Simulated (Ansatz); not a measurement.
Geometry optimisation, Ansatz, RHF/6-31G*.

input.yaml

```yaml
crystal:
  periodic: [false, false, false]
  atoms:
    - { symbol: Al, position_ang: [0.167688, 0.446517, -0.452644] }
    - { symbol: O, position_ang: [-0.285144, -0.011063, 2.446276] }
    - { symbol: H, position_ang: [-1.180274, -0.148976, 2.727313] }
    - { symbol: O, position_ang: [1.666261, -0.174546, -0.975276] }
    - { symbol: H, position_ang: [1.808389, -1.056555, -1.283474] }
    - { symbol: H, position_ang: [-1.163679, -0.296881, -0.904117] }
    - { symbol: Si, position_ang: [0.200139, 2.551106, 0.612537] }
    - { symbol: H, position_ang: [1.018621, 2.517051, 1.854387] }
    - { symbol: H, position_ang: [0.7077, 3.699916, -0.180543] }
    - { symbol: H, position_ang: [-1.166208, 2.918576, 1.081384] }
    - { symbol: H, position_ang: [-0.056392, 0.898754, 2.698358] }
basis:
  gaussian: { orbitals: "6-31G*" }
hamiltonian:
  xc: hf
relax:
  f_tol: 0.03
  max_steps: 50
```

Launched with:

```bash
$ ansatz run input.yaml --threads 1 --pin off --max-ram 2048MiB --backend cpu --events-out ev --progress --plain --runs-dir out
```

Task: Where does it end, and by what steps?

Result: The run converged. The force dipped under the threshold on the way, but the program's further checks kept it going. After 34 steps the energy has fallen by 0.705 eV; H11 moved furthest, 1.97 Å. Joined: Al1–O2 (2.97 → 2.03 Å).

| step | energy less start (eV) | largest force component (eV/Å) | accepted |
| --- | --- | --- | --- |
| 0 | 0.0000 | 1.317 | yes |
| 2 | -0.2063 | 1.682 | yes |
| 4 | -0.5472 | 0.466 | yes |
| 6 | -0.6217 | 0.153 | yes |
| 8 | -0.5988 | 0.538 | no |
| 10 | -0.6339 | 0.072 | yes |
| 12 | -0.6330 | 0.159 | no |
| 14 | -0.6385 | 0.028 | yes |
| 16 | -0.6395 | 0.046 | yes |
| 18 | -0.6396 | 0.403 | no |
| 20 | -0.6437 | 0.064 | yes |
| 22 | -0.6459 | 0.493 | yes |
| 24 | -0.6683 | 0.177 | yes |
| 26 | -0.6850 | 0.233 | yes |
| 28 | -0.6939 | 0.301 | yes |
| 30 | -0.7027 | 0.119 | yes |
| 32 | -0.7043 | 0.044 | yes |
| 34 | -0.7047 | 0.010 | yes |

```xyz
11
Properties=species:S:1:pos:R:3
Al -0.031 0.479 0.040
O -0.425 -0.353 1.847
H -0.579 0.171 2.626
O 1.452 -0.431 0.054
H 1.777 -0.883 -0.709
H -1.174 -0.035 -0.943
Si 0.075 2.902 0.581
H 0.987 3.207 1.717
H 0.534 3.736 -0.558
H -1.251 3.445 0.986
H 0.352 -0.894 1.984
```

Whether the end is a true minimum wasn't checked by a vibrational analysis.

Time of the run: 69 s on 1 thread of Arm Neoverse V1, with other jobs on the host, peak memory 0.14 GiB.
